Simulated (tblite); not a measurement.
Isomers of C4H13PSi2. Computed values, GFN2-xTB/tblite, gas phase, harmonic and unscaled. Against measured fundamentals such values can be off by several per cent, at times by over 20. Modes of hydrogen on phosphorus and silicon can be 10 to 20 % off. One conformer each.

Electronic energies: GFN2-xTB at the same geometries; isomer energies are rough at this level and their order can be wrong.

```tsv
SMILES	electronic energy, lowest = 0 (kJ/mol)
[H]/P=C(/[SiH3])[Si](C)(C)C	142.6
C=CCC[SiH2][SiH2]P	95.0
C=C(C)[SiH2]P[SiH2]C	49.4
C[C@@H]1C[C@H]1[SiH2]P[SiH3]	0.0
C[C@@H]1C[C@@H]1[SiH2]P[SiH3]	1.0
```

Q: How do GFN2-xTB zero-point energies change the relative energies?

A: 
```
                       SMILES  ZPE (kJ/mol)  of it from modes above 1550 cm⁻¹  electronic (kJ/mol)  with ZPE, lowest = 0 (kJ/mol)  lowest mode (cm⁻¹)  rings
 C[C@@H]1C[C@H]1[SiH2]P[SiH3]         390.0                             207.9                  0.0                            0.0                  7i      1
C[C@@H]1C[C@@H]1[SiH2]P[SiH3]         390.7                             208.0                  1.0                            1.7                  26      1
         C=C(C)[SiH2]P[SiH2]C         388.7                             221.8                 49.4                           48.0                  25      0
           C=CCC[SiH2][SiH2]P         386.6                             217.2                 95.0                           91.5                  25      0
  [H]/P=C(/[SiH3])[Si](C)(C)C         391.5                             216.4                142.6                          144.1                  19      0
```

The zero-point energies span 4.9 kJ/mol, from `C=CCC[SiH2][SiH2]P` to `[H]/P=C(/[SiH3])[Si](C)(C)C`. Slightly imaginary modes are left out of the zero-point energy: `C[C@@H]1C[C@H]1[SiH2]P[SiH3]` 6.6i cm⁻¹. The order is unchanged.
